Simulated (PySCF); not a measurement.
Species: C₄H₇GePS.
SMILES: `[PH2][GeH2][c]1cccs1`

Vertical excitations from PySCF (density fitting, frozen core in the response, grid level 2 and gas phase unless stated; continuum runs use non-equilibrium linear response for the excitations) on a GFN2-xTB geometry. Reference run:

| settings | S1, eV (f) | S2, eV (f) | S3, eV (f) | S4, eV (f) | S5, eV (f) | S6, eV (f) | T1, eV (Tamm–Dancoff) | mean α (au) |
| --- | --- | --- | --- | --- | --- | --- | --- | --- |
| PBE0/def2-SVPD, full TDDFT, 6 singlets | 5.34 (0.251) | 5.73 (0.070) | 5.94 (0.003) | 6.15 (0.001) | 6.19 (0.042) | 6.30 (0.001) | 3.68 | 121.0 |

Problem. What do these settings give: PBE0/def2-SVPD, grid level 4, energy threshold 1e-07 Eh, TDA, 25 singlets?

Solution. 
```tsv
settings	S1, eV (f)	S2, eV (f)	S3, eV (f)	S4, eV (f)	S5, eV (f)	S6, eV (f)	T1, eV (Tamm–Dancoff)	mean α (au)
PBE0/def2-SVPD, grid level 4, energy threshold 1e-07 Eh, TDA, 25 singlets	5.52 (0.306)	5.86 (0.092)	5.95 (0.002)	6.17 (0.008)	6.26 (0.042)	6.31 (0.000)	–	121.0
```

S1 moves by +0.18 eV. States are counted by energy in each run and needn't keep their character from row to row.

Problem. Give the leading configurations of S1 (H = HOMO, L = LUMO) and the HOMO–LUMO gap of each run.

Solution. 
```
                                                                 settings  S1 configurations (weight)  S1 (eV)  orbital gap (eV)  S1 − gap (eV)
                                   PBE0/def2-SVPD, full TDDFT, 6 singlets                    H→L 0.94     5.34              6.04          -0.70
PBE0/def2-SVPD, grid level 4, energy threshold 1e-07 Eh, TDA, 25 singlets                    H→L 0.85     5.52              6.04          -0.52
```

 Relativistic effects, spin–orbit coupling among them, are left out although an element past zinc is present.

Conformer computed: `[PH2:1][GeH2:2][c:3]1[cH:4][cH:5][cH:6][s:7]1`: P1–Ge2–C3–C4 103°, H–P1–Ge2–C3 -45°, H–P1–Ge2–C3 48°.

One conformer stands for the species.
